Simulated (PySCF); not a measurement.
Se: excitation energy

Se [Ar] 3d10 4s2 4p4 (3P) → Se [Ar] 3d10 4s2 4p3 4d1 (5D), as a difference of total energies. Computed with PySCF 2.14 in aug-cc-pVTZ-DK (7s6p4d2f, 59 functions), with scalar relativity by spin-free X2C-1e. Correlated levels: valence: [Ar] 3d10 frozen. The calculations carry no spin-orbit coupling.

```csv
method,excitation energy (eV)
UHF,7.841
LDA,8.471
PBE,8.210
PBE0,8.302
wB97X,8.982
B2PLYP,8.548
M06-2X,8.484
MP2 (valence),8.328
SCS-MP2 (valence),8.497
```

**Question.** Estimate what HSE06 gives.

**Answer.** 8.342 eV, closest to MP2 (valence) among the rows shown.

**Question.** Estimate what r2SCAN gives.

**Answer.** 8.440 eV, closest to LDA among the rows shown.

Errors of the correlated levels include the incompleteness of this basis and the frozen core.

The promoted electron is Rydberg-like, and one or two diffuse shells describe it only roughly, which tends to raise the upper state.

In the upper state the promoted electron has a positive orbital energy at LDA, PBE, PBE0, r2SCAN, HSE06, B2PLYP, M06-2X, so the basis confines it.

For comparison: 7.741 eV (measured; NIST levels, between the centres of gravity of the two terms).
